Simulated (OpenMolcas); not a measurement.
# Fe2+ in a ligand field

Fe2+ with 6 ligands (sulfide) in octahedral coordination (Oh) at 2.42 Å. A charge of +1.67 e stands 2.4 Å behind each ligand. Ligand basis ANO-RCC-VDZP.

```json
{
 "Program": "OpenMolcas",
 "Method": "SS-CASPT2, IPEA 0.25 Eh, imaginary shift 0.1 Eh (closed shells correlated: 3s 3p and the ligand valence shells)",
 "Basis": "ANO-RCC-VTZP [6s5p3d2f1g]",
 "Scalar Hamiltonian": "DKH2, point nucleus",
 "Active space": "6 electrons in 5 orbitals (3d)",
 "State averaging": "2S+1 = 5 even, 5 roots; 2S+1 = 3 even, 45 roots; 2S+1 = 1 even, 50 roots",
 "Spin-orbit coupling": "state interaction with AMFI integrals over the reference wave functions"
}
```

The lowest spin-free states (labels of O, the rotations of Oh), above the lowest:

| State | Degeneracy | E (cm-1) | Free-ion L (%) |
| --- | --- | --- | --- |
| 5T2 | 3 | 0 | D (100) |
| 5E | 2 | 1920 | D (100) |
| 3T1 | 3 | 15950 | H (82) |
| 3T2 | 3 | 16050 | H (93) |
| 3T1 | 3 | 16990 | H (77) |
| 3T1 | 3 | 17090 | P (70) |
| 3E | 2 | 17790 | H (100) |
| 3T2 | 3 | 18130 | F (63) |
| 3T1 | 3 | 19300 | F (56) |
| 3A2 | 1 | 19460 | F (100) |
| 3T2 | 3 | 19840 | G (69) |
| 3E | 2 | 21340 | G (100) |
| 3A1 | 1 | 22660 | G (100) |
| 3T1 | 3 | 23150 | G (81) |
| 1T2 | 3 | 23790 | I (97) |
| 1A1 | 1 | 23860 | I (58) |
| 1T1 | 3 | 24230 | I (74) |
| 1A1 | 1 | 24660 | G (53) |
| 1E | 2 | 24880 | I (51) |
| 1T1 | 3 | 25200 | G (74) |

The lowest levels with spin-orbit coupling:

```csv
E (cm-1),Degeneracy,Label,2S+1
0,3,T2,5
160,2,E,5
190,3,T1,5
390,1,A1,5
480,3,T1,5
530,3,T2,5
2250,1,A2,5
2280,3,T2,5
2300,2,E,5
2340,3,T1,5
2370,1,A1,5
16020,2,E,3
16050,3,T2,3
16210,1,A2,3
16310,3,T2,3
16310,3,T1,3
16370,1,A1,3
16470,2,E,3
16500,3,T1,3
17030,3,T2,3
```

Powder χT (cm3 K/mol): 3.34 at 2 K, 3.46 at 10 K, 4 at 50 K, 4.39 at 100 K, 4.52 at 200 K, 4.45 at 300 K. The effective moment at 300 K is 2.828 √(χT) = 5.96 μB.

The lowest level has 2S+1 = 5, for which the spin-only value is χT = S(S+1) / 2 = 3.000 cm3 K/mol (g = 2). The computed 4.445 at 300 K differs by +1.445, through orbital momentum, spin-orbit coupling and any other state in reach. With a threefold ground state the orbital momentum is unquenched, so the spin-only value is not expected to hold.

Roots that are degenerate in the reference are averaged as groups; the widest CASPT2 spread within a group is 670 cm-1 (the 2-fold group of multiplicity 1 near 24900 cm-1 above the lowest state of its run). Shifts and gaps below about the spread of the groups concerned are not significant. Over all roots computed the reference weight is 0.58 to 0.63; a low but even weight reflects the number of correlated electrons. An orbital triplet at a regular site is open to Jahn-Teller coupling, which can distort the site and quench the lowest spin-orbit gaps and is left out. The sulfide ions are held by bare point charges, a crude embedding. A single d shell leaves out the double-shell effect, which counts most for late 3d ions, where the CASPT2 field can be off either way by tens of per cent. Ligand-to-metal charge-transfer states are missing. With oxide or sulfide held by bare charges the field of late divalent 3d ions can come out several times too small, and g and χT far too large. These CASPT2 states fit no ligand-field parameters well, so their order and spin gaps are uncertain. With no ligand orbital active B as a rule stays too high, so bands that hang on it stand too high and its fall with covalency is understated. With one d shell and no ligand orbital active, 10Dq can be off by tens of per cent for divalent 3d ions, low with halides held by bare charges and at times high in hosts. Free-ion shares, where given, are those of the reference states; single-state CASPT2 does not remix them. The distance lies 5 % under the 2.56 Å that this model takes as the normal distance (a Shannon-type radius plus a fixed donor radius); by an R⁻⁵ law this alone changes a d-shell field by about +32 %. No measured value stands beside these numbers; the geometry was imposed, not optimised, and the real ion may take another.
